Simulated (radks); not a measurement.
Results of a calculation; reference values are marked as such.
Charge is removed step by step from the 2s down level of the bromine ion Br+, starting from [He] 2s(up 1, down 1) 2p6 3s2 3p6 3d10 4s2 4p4. Level of theory: scalar-relativistic Kohn-Sham, PBE, spin-polarised, spherical densities, finite nucleus; open shells are filled with parallel spins first; Fermi nuclear charge, rms radius 4.1629 fm (a radial shooting solver on a logarithmic mesh with Libxc functionals).

\begin{tabular}{lrrr}
removed (e) & E - E(0) (eV) & eigenvalue (eV) & E minus straight line (eV) \\ \hline
0 & 0.000 & -1744.2 & 0.000 \\
0.1 & 174.68 & -1750.7 & -2.984 \\
0.2 & 350.01 & -1757.3 & -5.311 \\
0.3 & 526.00 & -1763.9 & -6.979 \\
0.4 & 702.65 & -1770.6 & -7.985 \\
0.5 & 879.97 & -1777.2 & -8.326 \\
0.6 & 1058.0 & -1783.9 & -8.002 \\
0.7 & 1236.6 & -1790.6 & -7.009 \\
0.8 & 1415.9 & -1797.3 & -5.345 \\
0.9 & 1595.9 & -1804.0 & -3.010 \\
1 & 1776.6 & -1810.7 & 0.000 \\
\end{tabular}

Removing the whole electron costs 1776.6 eV by Delta-SCF, against 1744.2 eV from minus the eigenvalue at the starting occupation. Slater's transition state (half an electron removed) gives 1777.2 eV. Integrating minus the eigenvalue over the occupation (Janak's theorem) gives 1777.3 eV. In this scalar-relativistic scheme the density is built from large components alone, so the theorem holds only approximately. The mean slope of the eigenvalue, de/dn, is 66.5 eV per electron.
